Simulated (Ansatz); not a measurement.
`CC([SiH3])C=N` and `CC([SiH3])BCl` differ in one atom or group.

Ansatz, PBE0-D4/def2-TZVP geometries, multiplicity 1. Each molecule was computed in one conformer, which needn't be the lowest.

```tsv
property	`CC([SiH3])C=N`
HOMO energy (B3LYP/def2-TZVPP) / eV	-7.24
size of the dipole moment (PBE/def2-TZVPP) / D	2.47
HOMO–LUMO gap (PBE0/def2-TZVPP) / eV	7.13
LUMO energy (PBE/def2-TZVPP) / eV	-1.41
size of the dipole moment (B3LYP/def2-TZVPP) / D	2.55
HOMO energy (PBE0/def2-TZVPP) / eV	-7.47
```

(1) What does the change do to each property? (An estimate is asked.)

Results:

(1) The calculation gave: 
```
                                        property  `CC([SiH3])BCl`  shift
             HOMO energy (B3LYP/def2-TZVPP) / eV            -7.98  -0.74
  size of the dipole moment (PBE/def2-TZVPP) / D             1.50  -0.97
            HOMO–LUMO gap (PBE0/def2-TZVPP) / eV             6.85  -0.28
               LUMO energy (PBE/def2-TZVPP) / eV            -2.28  -0.87
size of the dipole moment (B3LYP/def2-TZVPP) / D             1.52  -1.03
              HOMO energy (PBE0/def2-TZVPP) / eV            -8.20  -0.73
```

With PBE0 the HOMO falls by 0.73 eV and the LUMO falls by 1.01 eV, so the gap narrows by about 0.28 eV. PBE moves the HOMO by -0.90 eV and ωB97M-V by -0.59 eV. Dipoles are sizes alone; their direction can turn.

B3LYP here is the variant with VWN-RPA as its local correlation; programs differ in this.
